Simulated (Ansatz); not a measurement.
Ansatz (an electronic-structure program) input (HF/STO-3G):

Ansatz 0.2 input:
```yaml
crystal:
  periodic: [false, false, false]
  atoms:
    - {symbol: Se, position_ang: [-0.90749100, -0.00375800, 0.70316500]}
    - {symbol: Se, position_ang: [0.90749100, 0.00375800, -0.70316500]}
    - {symbol: H, position_ang: [-1.85026200, -0.03139300, -0.43895900]}
    - {symbol: H, position_ang: [1.85026200, 0.03139300, 0.43895900]}
basis:
  gaussian:
    orbitals: STO-3G
hamiltonian:
  xc: {name: HF}
total_charge: 1
magnetization: {spin_polarized: true, initial_magnetization: 1}
relax: {f_tol: 0.003, max_steps: 120}
```

Output:

```
Functional definition: HF
integrals: 0.00 GiB planned
400 factors; integrals over basis functions are off by at most 9.9e-6 eV
mean field: 0.14 GiB planned
mean field evaluation 1: about -129200.4413 eV, gradient 4.7e0 eV
mean field evaluation 2: about -129200.4536 eV, gradient 4.7e0 eV
mean field evaluation 4: about -129200.6929 eV, gradient 2.4e-1 eV
mean field evaluation 8: about -129200.6946 eV, gradient 1.1e-5 eV
mean field evaluation 16: about -129200.6948 eV, gradient 2.8e-5 eV
mean field evaluation 32: about -129200.2631 eV, gradient 2.3e0 eV
mean field evaluation 64: about -129200.6848 eV, gradient 2.9e-1 eV
mean field -129200.69481265 eV, -4748.0379589884 hartree, gradient 1.6e-7 eV, S^2 0.753691; 3 other end points of the search recorded, 0 dependent functions left out
the calculation of the forces begins
reference -129200.69481265 eV, -4748.0379589884 hartree; 35, 34 occupied and 3, 4 virtual orbitals, 400 factors
WARN: the results are in doubt because the forces break the atoms' symmetry
relax step   1: F+E_penalty+E_count = -129200.69481265 eV  Δ(F+E_penalty+E_count) = +0.000e0 eV  max|allowed force component| = 9.608e-1 eV/Å  Δτ_max = 0.0000 Å  (176 SCF iters, accepted)
these checks for a lower state are left out or cut short: starts, cluster_reference, orbital_swaps, neighbouring_geometries, increment
integrals: 0.00 GiB planned
400 factors; integrals over basis functions are off by at most 4.8e-6 eV
mean field: 0.14 GiB planned
mean field evaluation 96: about -129200.5161 eV, gradient 7.2e-6 eV
mean field -129200.51613935 eV, -4748.0313928658 hartree, gradient 7.2e-6 eV, S^2 0.753677; 0 other end points of the search recorded, 0 dependent functions left out
the calculation of the forces begins
reference -129200.51613935 eV, -4748.0313928658 hartree; 35, 34 occupied and 3, 4 virtual orbitals, 400 factors
relax step   2: F+E_penalty+E_count = -129200.51613935 eV  Δ(F+E_penalty+E_count) = +1.787e-1 eV  max|allowed force component| = 1.247e0 eV/Å  Δτ_max = 0.1951 Å  (41 SCF iters, rejected (line search))
these checks for a lower state are left out or cut short: starts, cluster_reference, orbital_swaps, neighbouring_geometries, increment
integrals: 0.00 GiB planned
400 factors; integrals over basis functions are off by at most 8.4e-6 eV
mean field: 0.14 GiB planned
mean field -129200.72535470 eV, -4748.0390813883 hartree, gradient 9.6e-8 eV, S^2 0.753066; 0 other end points of the search recorded, 0 dependent functions left out
the calculation of the forces begins
reference -129200.72535470 eV, -4748.0390813883 hartree; 35, 34 occupied and 3, 4 virtual orbitals, 400 factors
relax step   3: F+E_penalty+E_count = -129200.72535470 eV  Δ(F+E_penalty+E_count) = -3.054e-2 eV  max|allowed force component| = 1.074e-1 eV/Å  Δτ_max = 0.0428 Å  (73 SCF iters, accepted)
these checks for a lower state are left out or cut short: starts, cluster_reference, orbital_swaps, neighbouring_geometries, increment
integrals: 0.00 GiB planned
400 factors; integrals over basis functions are off by at most 8.4e-6 eV
mean field: 0.14 GiB planned
mean field evaluation 128: about -129200.7258 eV, gradient 3.4e-7 eV
mean field -129200.72579566 eV, -4748.0390975933 hartree, gradient 3.4e-7 eV, S^2 0.753026; 0 other end points of the search recorded, 0 dependent functions left out
the calculation of the forces begins
reference -129200.72579566 eV, -4748.0390975933 hartree; 35, 34 occupied and 3, 4 virtual orbitals, 400 factors
relax step   4: F+E_penalty+E_count = -129200.72579566 eV  Δ(F+E_penalty+E_count) = -4.410e-4 eV  max|allowed force component| = 2.347e-2 eV/Å  Δτ_max = 0.0056 Å  (59 SCF iters, accepted)
these checks for a lower state are left out or cut short: starts, cluster_reference, orbital_swaps, neighbouring_geometries, increment
integrals: 0.00 GiB planned
400 factors; integrals over basis functions are off by at most 8.4e-6 eV
mean field: 0.14 GiB planned
mean field -129200.72584960 eV, -4748.0390995755 hartree, gradient 3.2e-7 eV, S^2 0.753010; 0 other end points of the search recorded, 0 dependent functions left out
the calculation of the forces begins
reference -129200.72584960 eV, -4748.0390995755 hartree; 35, 34 occupied and 3, 4 virtual orbitals, 400 factors
relax step   5: F+E_penalty+E_count = -129200.72584960 eV  Δ(F+E_penalty+E_count) = -5.394e-5 eV  max|allowed force component| = 2.021e-3 eV/Å  Δτ_max = 0.0029 Å  (60 SCF iters, accepted)
integrals: 0.00 GiB planned
400 factors; integrals over basis functions are off by at most 8.4e-6 eV
mean field: 0.14 GiB planned
mean field evaluation 160: about -129200.6644 eV, gradient 6.7e-1 eV
mean field evaluation 192: about -129200.7204 eV, gradient 2.4e-1 eV
mean field -129200.72584960 eV, -4748.0390995755 hartree, gradient 8.9e-6 eV, S^2 0.753010; 2 other end points of the search recorded, 0 dependent functions left out
the calculation of the forces begins
reference -129200.72584960 eV, -4748.0390995755 hartree; 35, 34 occupied and 3, 4 virtual orbitals, 400 factors
Total energy: -129200.72584960 eV, -4748.0390995755 hartree
Atom 0 at    -0.918224    -0.004264     0.675022 Å, force    -0.002023    -0.000013     0.001230 eV/Å
Atom 1 at     0.918672     0.004267    -0.675348 Å, force    -0.000038    -0.000010    -0.000781 eV/Å
Atom 2 at    -1.883373    -0.031724    -0.428578 Å, force     0.000335    -0.000002    -0.000515 eV/Å
Atom 3 at     1.882924     0.031722     0.428903 Å, force     0.001725     0.000025     0.000066 eV/Å
Dipole moment:    -0.001361    -0.000011     0.000619 e Å
```

The dipole moment of an ion depends on the origin.

The geometry given is a B3LYP-D3(BJ)/def2-TZVP minimum.
